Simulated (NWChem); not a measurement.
The numbers come from NWChem runs, not from measurements. System: CH2AlNO, charge 0, spin multiplicity 1, at a geometry optimised with PBE0/def2-SVP. The structure started from a generated list of species. Level: MP2/pcseg-2, 8 core orbitals frozen.

The NWChem input:

```
start mol
memory heap 200 mb stack 900 mb global 1100 mb
geometry units angstroms nocenter noautoz
  Al     0.000000     0.000000    -1.725681
  H     -1.399034     0.000000    -2.457641
  H      1.399034     0.000000    -2.457641
  N      0.000000     0.000000     0.056112
  C      0.000000     0.000000     1.257992
  O      0.000000     0.000000     2.426049
  symmetry group C2v
end
basis spherical
  * library pcseg-2
end
scf
  rhf
  nopen 0
  maxiter 100
  thresh 1e-7
  semidirect memsize 60000000 filesize 0
end
mp2
  freeze core 8
end
task mp2 energy
```

Part of the output:

```
             Northwest Computational Chemistry Package (NWChem) 7.3.0
             --------------------------------------------------------

                                NWChem Input Module
                                -------------------

 Scaling coordinates for geometry "geometry" by  1.889725989
 (inverse scale =  0.529177249)

 Turning off AUTOSYM since
 SYMMETRY directive was detected!

                             Geometry "geometry" -> ""
                             -------------------------

 Output coordinates in angstroms (scale by  1.889725989 to convert to a.u.)

  No.       Tag          Charge          X              Y              Z
 ---- ---------------- ---------- -------------- -------------- --------------
    1 Al                  13.0000     0.00000000     0.00000000    -1.72568100
    2 H                    1.0000    -1.39903400     0.00000000    -2.45764100
    3 H                    1.0000     1.39903400     0.00000000    -2.45764100
    4 N                    7.0000     0.00000000     0.00000000     0.05611200
    5 C                    6.0000     0.00000000     0.00000000     1.25799200
    6 O                    8.0000     0.00000000     0.00000000     2.42604900

 Effective nuclear repulsion energy (a.u.)     121.6023876079

            Nuclear Dipole moment (a.u.)
            ----------------------------
        X                 Y               Z
 ---------------- ---------------- ----------------
     0.0000000000     0.0000000000    -0.0000132281

      Symmetry information
      --------------------

 Group name             C2v
 Group number             16
 Group order               4
 No. of unique centers     5

      Symmetry unique atoms

     1    2    4    5    6


 Summary of "ao basis" -> "" (spherical)
 ------------------------------------------------------------------------------
       Tag                 Description            Shells   Functions and Types
 ---------------- ------------------------------  ------  ---------------------
 *                          pcseg-2                   on all atoms

 Summary of "ao basis" -> "ao basis" (spherical)
[...]
     1   1 0 0      0.000000      0.000000      0.000000
     1   0 1 0     -0.000000      0.000000      0.000000
     1   0 0 1     -0.976854      0.000000     -0.000013

     2   2 0 0    -24.514143      0.000000     13.979261
     2   1 1 0      0.000000      0.000000      0.000000
     2   1 0 1     -0.000000      0.000000      0.000000
     2   0 2 0    -19.346517      0.000000      0.000000
     2   0 1 1     -0.000000      0.000000      0.000000
     2   0 0 2    -27.959246      0.000000    383.520471

                   NWChem MP2 Semi-direct Energy/Gradient Module
                   ---------------------------------------------

  Basis functions       =    152
  Molecular orbitals    =    152
  Frozen core           =      8
  Frozen virtuals       =      0
  Active alpha occupied =     10
  Active beta occupied  =     10
  Active alpha virtual  =    134
  Active beta virtual   =    134
  Use MO symmetry       = T
  Use skeleton AO sym   = T

  AO/Fock/Back tols     =   1.0D-09  1.0D-09  1.0D-09

 GA uses MA = F    GA memory limited = T

 Available:
  local mem=  1.26D+08
 global mem=  1.44D+08
 local disk=  0.00D+00
  mp2_memr nvloc                   134
  nvloc new                   134
   1 passes of  10:        5242880                     114105                  48087118.
   1 passes of  10: M    126146982           G      144132992           F     120904102.

 Semi-direct pass number   1 of   1  for RHF alpha+beta  at        5.3s
  vrange nnbf                 10546
  mp2_eaftype                   183  avail_ma_in_mb                  1099
 EAF : mp2_eaftype filesize         183   24043559.
  mp2_eaf for mointskh                    183
Node 0 wrote    113.1 Mb in      0.0 s     Agg I/O rate:  2709.4 Mb/s
 Done moints_semi at       14.3s
  mp2_eaftype                   183  avail_ma_in_mb                   916
 EAF : mp2_eaftype filesize         183   24043559.
  mp2_eaf for kh                   183
 Done maket at       14.6s
 Done multipass loop at       14.6s

          -------------------------------------------
          SCF energy                -410.382481944983
          Correlation energy          -0.632769942224
          Singlet pairs               -0.397658561185
          Triplet pairs               -0.235111381039
          Total MP2 energy          -411.015251887207
          -------------------------------------------

          ---------------------------------------------------
                    Spin Component Scaled (SCS) MP2
          Same spin pairs                     -0.156740920693
          Same spin scaling factor             0.333333333333
          Opposite spin pairs                 -0.476029021531
          Opposite spin scaling fact.          1.200000000000
          SCS-MP2 correlation energy          -0.623481799401
          Total SCS-MP2 energy              -411.005963744384
          ---------------------------------------------------

 -----------------------
 Performance information
 -----------------------

 Timer overhead =  1.54D-07 seconds/call

               Nr. of calls         CPU time (s)                 Wall time (s)                GFlops
             ---------------    -------------------     ------------------------------   -------------------
Name         Min   Avg   Max    Min     Avg     Max     Min     Avg     Max   Mx/calls   Min     Max     Sum
mp2: moin     1     1     1    9.0     9.0     9.0      9.0     9.0     9.0     9.0      0.0     0.0     0.0
mp2: make     1     1     1   0.34    0.34    0.34     0.34    0.34    0.34    0.34      0.0     0.0     0.0
mp2: tota     1     1     1    9.5     9.5     9.5      9.5     9.5     9.5     9.5      0.0     0.0     0.0

 The average no. of pstat calls per process was 3.00D+00
 with a timing overhead of 4.61D-07s

 Task  times  cpu:       14.6s     wall:       14.6s

 Total times  cpu:       14.6s     wall:       14.6s
```
